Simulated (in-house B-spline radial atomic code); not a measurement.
**Ionising Sb III (Sb2+) with different functionals**

Computed with a B-spline radial code for spherical atoms: non-relativistic Hamiltonian, point nucleus, spin-polarised at highest spin, spherical fractional occupations for the functionals, the average over the highest-spin determinants for Hartree-Fock. The ionisation energy is the difference of two self-consistent energies, [Kr] 4d10 5s2 5p1 → [Kr] 4d10 5s2, without Breit or QED terms; ε is the level of the shell that loses the electron (its least bound occupied spin orbital). There is no spin-orbit coupling in this Hamiltonian.

Hybrids are left out here: with spherical fractional occupations of an open shell their exact exchange keeps a self-interaction that integer-occupation calculations don't have.

| method | rung | ΔSCF (eV) | -ε(5p) (eV) |
| --- | --- | --- | --- |
| Hartree-Fock | Hartree-Fock | 23.93 | 24.12 |
| LDA VWN5 | LDA | 24.88 | 20.70 |
| LDA PW92 | LDA | 24.88 | 20.69 |
| LDA exchange-only | LDA | 23.76 | 19.66 |
| PBE | GGA | 24.56 | 20.46 |
| PBEsol | GGA | 24.61 | 20.52 |
| BLYP | GGA | ? | ? |
| RPBE | GGA | 24.44 | 20.39 |
| PW91 | GGA | ? | ? |
| BP86 | GGA | 24.75 | 20.63 |
| AM05 | GGA | 24.57 | 20.47 |
| OLYP | GGA | 24.29 | 20.27 |
| TPSS | meta-GGA | 24.44 | 20.45 |
| SCAN | meta-GGA | 24.58 | 20.61 |
| r2SCAN | meta-GGA | 24.51 | 20.60 |
| M06-L | meta-GGA | 24.20 | 20.18 |
| revTPSS | meta-GGA | 24.43 | 20.45 |

Problem. What does BLYP give?

Solution. ΔSCF 24.55 eV, and -ε(5p) = 20.34 eV.

Problem. What does PW91 give?

Solution. ΔSCF 24.65 eV, and -ε(5p) = 20.55 eV.

Problem. How do they compare with the NIST value?

Solution. NIST lists 25.323 eV (measured, ground level to ground level). Errors run from -1.57 to -0.44 eV; LDA VWN5 is closest (-0.44 eV), but part of that can be cancellation, since the calculations leave out relativity, Breit-QED terms, multiplet and fine-structure energies. Hartree-Fock also lacks correlation.
